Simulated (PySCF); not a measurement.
C2H7BrOSi, singlet, geometry from GFN2-xTB, atoms displaced at random by about 0.03 Å a coordinate. Base run: TPSS/STO-3G, gradient (PySCF).

The PySCF input:
```python
from pyscf import gto, scf, dft

mol = gto.Mole()
mol.atom = '''
    Si    0.513206    0.865579    0.650161
    Br    1.286167   -0.605098   -0.758771
    O    -1.100559    0.879309    0.673157
    C    -2.034624   -0.243464    0.680966
    C    -3.338769    0.261737    0.228003
    H     1.086663    0.526925    2.003240
    H     0.807320    2.191528    0.210253
    H    -2.086642   -0.556407    1.810903
    H    -1.602462   -1.045732    0.158421
    H    -3.248926    0.556421   -0.891073
    H    -3.711187    1.104428    0.828930
    H    -4.041110   -0.564307    0.241444
'''
mol.basis = 'sto-3g'
mol.charge = 0
mol.spin = 0
mol.verbose = 4
mol.build()

mf = dft.RKS(mol)
mf.xc = 'tpss'
mf.kernel()
g = mf.nuc_grad_method()
grad = g.kernel()
```

The coordinate followed is y of atom 4.

Variants of this job, named by their change:

| change | dE/dx (Eh/bohr) | net force (Eh/bohr) |
|---|---|---|
| base | -0.026204 | 0.000387 |
| finite difference step (bohr) = 1e-3; conv_tol = 1e-11 | -0.026157 | - |
| grids.level = 1; grid_response = on | -0.026126 | 0.000000 |
| conv_tol = 1e-11 | -0.026204 | 0.000387 |
| grid_response = on | -0.026157 | 0.000000 |
| grids.level = 5; grid_response = off | -0.026204 | 0.000018 |
| density fitting = on | -0.026213 | 0.000387 |
| conv_tol = 1e-4 | -0.026269 | 0.000387 |
| finite difference step (bohr) = 1e-4; conv_tol = 1e-11 | -0.026157 | - |
| conv_tol = 1e-6 | -0.026168 | 0.000387 |
| density fitting = on; auxbasis_response = off | -0.026890 | 0.003815 |
| grids.level = 0; grid_response = off | [?] | 0.039567 |

Q: Some entries are withheld; supply them.

A: 
- grids.level = 0; grid_response = off, dE/dx (Eh/bohr): -0.021313

The net force is zero for an exact gradient.
